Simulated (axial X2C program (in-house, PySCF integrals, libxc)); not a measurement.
Low determinants of TlSi at the PBE0 level, 2c

Computed with an in-house all-electron X2C program for linear molecules (integrals from PySCF). Two-component (2c) means X2C with spin–orbit coupling and atomic mean-field two-electron Coulomb and Gaunt terms. Basis: Tl dyall-cv3z [12s14p10d7f1g], Si dyall-v3z [8s7p2d1f] (cores contracted in-house); Gaussian nuclei, density fitting, unrestricted open shells. Masses: Tl 204.974 u, Si 27.977 u.

Search at 2.600 Å (vertical energies from the lowest determinant):

```
ΔE (eV)    state  electrons beyond evenly filled partner blocks  electrons in ±ω = 1/2, 3/2, 5/2, 7/2
   0.00  Ω = 3/2                                        ω = 3/2                            56 27 10 2
   0.39  Ω = 1/2                          2 × ω = -1/2, ω = 3/2                            56 27 10 2
   0.66  Ω = 1/2                                        ω = 1/2                            57 26 10 2
   0.90  Ω = 5/2                           2 × ω = 1/2, ω = 3/2                            56 27 10 2
   1.02  Ω = 1/2                                        ω = 1/2                            55 28 10 2
   2.74  Ω = 3/2                                    3 × ω = 1/2                            57 26 10 2
   2.88  Ω = 5/2                          ω = -1/2, 2 × ω = 3/2                            55 28 10 2
```

Lowest determinant, Ω = 3/2 (⟨Sz⟩ = 1.43, ⟨Lz⟩ = 0.07 at PBE0): Re = 2.636 Å, ωe = 233.3 cm⁻¹.

The determinant in row 2 of the search, Ω = 1/2 (⟨Sz⟩ = 0.54, ⟨Lz⟩ = -0.04 at PBE0), was followed along the bond at PBE0; measured from the minimum of the lowest determinant it gives:

Te = 0.393 eV (3167 cm⁻¹), Re = 2.644 Å, ωe = 233.7 cm⁻¹.

Problem. Compare the bond of the determinant in row 2 with that of the lowest one.

Solution. At PBE0 its Re is 0.008 Å longer and its force constant, which goes as ωe², is 1.00 times that of the lowest determinant. This determinant mixes spin states, so it has no term energy of its own.

The search compares states at one distance, so a state with another bond length can lie lower; it is not exhaustive and yields mostly the lowest determinant of each block pattern, so other components and higher states of one pattern are missing. These are energies of single determinants, not of spin-adapted states; PBE0 term energies can be off by some tenths of an eV, and the functional has no current term. The lowest determinant need not be the ground state where others lie within half an eV.
